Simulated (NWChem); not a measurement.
System: CH9NSi2; SMILES N[SiH2]C[SiH3]

Output (shortened):

```
             Northwest Computational Chemistry Package (NWChem) 7.3.0
             --------------------------------------------------------

 C1  symmetry detected

                             Geometry "geometry" -> ""
                             -------------------------

 Output coordinates in angstroms (scale by  1.889725989 to convert to a.u.)

  No.       Tag          Charge          X              Y              Z
 ---- ---------------- ---------- -------------- -------------- --------------
    1 Si                  14.0000     0.05303673     2.10805971     0.07310784
    2 C                    6.0000    -0.73517612     0.40471869    -0.14187071
    3 Si                  14.0000     0.47235513    -1.04207735    -0.08507298
    4 N                    7.0000    -0.39485236    -2.52856170     0.18548530
    5 H                    1.0000    -0.93150686     3.19493313    -0.19182955
    6 H                    1.0000     1.19647155     2.29124370    -0.86403330
    7 H                    1.0000     0.56342313     2.27586944     1.46134901
    8 H                    1.0000    -1.48255760     0.26374484     0.64994055
    9 H                    1.0000    -1.27672564     0.38917939    -1.09766040
   10 H                    1.0000     1.41310708    -0.91333006     1.06166282
   11 H                    1.0000     1.28929757    -0.99216880    -1.33917860
   12 H                    1.0000    -1.07606876    -2.83721605    -0.49943109
   13 H                    1.0000     0.12409667    -3.32438898     0.53951953

 Effective nuclear repulsion energy (a.u.)     217.4072827893

                                 NWChem DFT Module
                                 -----------------

 Summary of "ao basis" -> "ao basis" (spherical)
 ------------------------------------------------------------------------------
       Tag                 Description            Shells   Functions and Types
 ---------------- ------------------------------  ------  ---------------------
 Si                         6-31+g*                 10       22   5s4p1d
 C                          6-31+g*                  8       18   4s3p1d
 N                          6-31+g*                  8       18   4s3p1d
 H                          6-31+g*                  2        2   2s

            General Information
            -------------------
          SCF calculation type: DFT
          Wavefunction type:  closed shell.
          No. of atoms     :    13
          No. of electrons :    50
           Alpha electrons :    25
            Beta electrons :    25
          Charge           :     0
          Spin multiplicity:     1
          Use of symmetry is: off; symmetry adaption is: off
          Maximum number of iterations: 150
          AO basis - number of functions:    98
                     number of shells:    54
          Convergence on energy requested:  1.00D-06
          Convergence on density requested:  1.00D-05
          Convergence on gradient requested:  5.00D-04

              XC Information
              --------------
                         B3LYP Method XC Potential
                     Hartree-Fock (Exact) Exchange  0.200
                        Slater Exchange Functional  0.800 local
                    Becke 1988 Exchange Functional  0.720 non-local
              Lee-Yang-Parr Correlation Functional  0.810
                  VWN I RPA Correlation Functional  0.190 local

             Grid Information
             ----------------
          Grid used for XC integration:  medium
          Radial quadrature: Mura-Knowles
          Angular quadrature: Lebedev.
          Tag              B.-S. Rad. Rad. Pts. Rad. Cut. Ang. Pts.
          ---              ---------- --------- --------- ---------
          Si                  1.10       88          14.0       590
          C                   0.70       49          12.0       434
          N                   0.65       49          15.0       434
          H                   0.35       45          15.0       434
          Grid pruning is: on
          Number of quadrature shells:   679
          Spatial weights used:  Erf1

      Superposition of Atomic Density Guess
      -------------------------------------

 Sum of atomic energies:        -674.07878298

      Non-variational initial energy
      ------------------------------

 Total energy =    -676.036422
 1-e energy   =   -1361.671679
 2-e energy   =     468.227975
 HOMO         =      -0.334490
 LUMO         =       0.018533

   convergence    iter        energy       DeltaE   RMS-Dens  Diis-err
 ---------------- ----- ----------------- --------- --------- ---------
 d= 0,ls=0.0,diis     1   -677.2384297506 -8.95D+02  1.01D-02  4.28D-01
 d= 0,ls=0.0,diis     2   -677.2494281148 -1.10D-02  5.02D-03  3.48D-01
 d= 0,ls=0.0,diis     3   -677.2841522688 -3.47D-02  1.40D-03  5.44D-02
 d= 0,ls=0.0,diis     4   -677.2902014032 -6.05D-03  3.30D-04  8.02D-04
 d= 0,ls=0.0,diis     5   -677.2902959966 -9.46D-05  1.08D-04  1.29D-04
  Resetting Diis
 d= 0,ls=0.0,diis     6   -677.2903129622 -1.70D-05  2.52D-05  4.27D-06
 d= 0,ls=0.0,diis     7   -677.2903135848 -6.23D-07  7.60D-06  1.34D-07

         Total DFT energy =     -677.290313584833
      One electron energy =    -1366.200505015203
           Coulomb energy =      529.125788025485
    Exchange-Corr. energy =      -57.622879384423
 Nuclear repulsion energy =      217.407282789309

 Numeric. integr. density =       49.999984308707

                       DFT Final Molecular Orbital Analysis
                       ------------------------------------

[...]
```

Level: B3LYP/6-31+G* (spherical d), vertical spin-unrestricted ions. The geometry was optimised at B3LYP/6-31G* (spherical d). B3LYP is NWChem's, with the RPA form of VWN correlation.

Question: Write an input that gives this output.

Answer: One answer among several that fit: the input that was run:
```
start job
memory heap 200 mb stack 900 mb global 1100 mb
geometry units angstroms noautoz
  Si     0.062626     2.101794     0.101081
  C     -0.760436     0.410654    -0.076346
  Si     0.431385    -1.047815    -0.160056
  N     -0.423750    -2.531966     0.157633
  H     -0.930033     3.202946    -0.050260
  H      1.117887     2.294962    -0.932526
  H      0.699130     2.234905     1.440115
  H     -1.434089     0.259277     0.777290
  H     -1.386923     0.420684    -0.978823
  H      1.474018    -0.952388     0.898435
  H      1.131207    -0.978089    -1.482196
  H     -1.167844    -2.819584    -0.468493
  H      0.116569    -3.339902     0.446223
end
basis spherical
  Si library 6-31+g*
  C library 6-31+g*
  N library 6-31+g*
  H library 6-31+g*
end
dft
  xc b3lyp
  iterations 150
  vectors input atomic output neutral.movecs
end
task dft energy
charge 1
dft
  odft
  mult 2
  vectors input atomic output cation.movecs
end
task dft energy
charge -1
dft
  odft
  mult 2
  vectors input atomic output anion.movecs
end
task dft energy
```
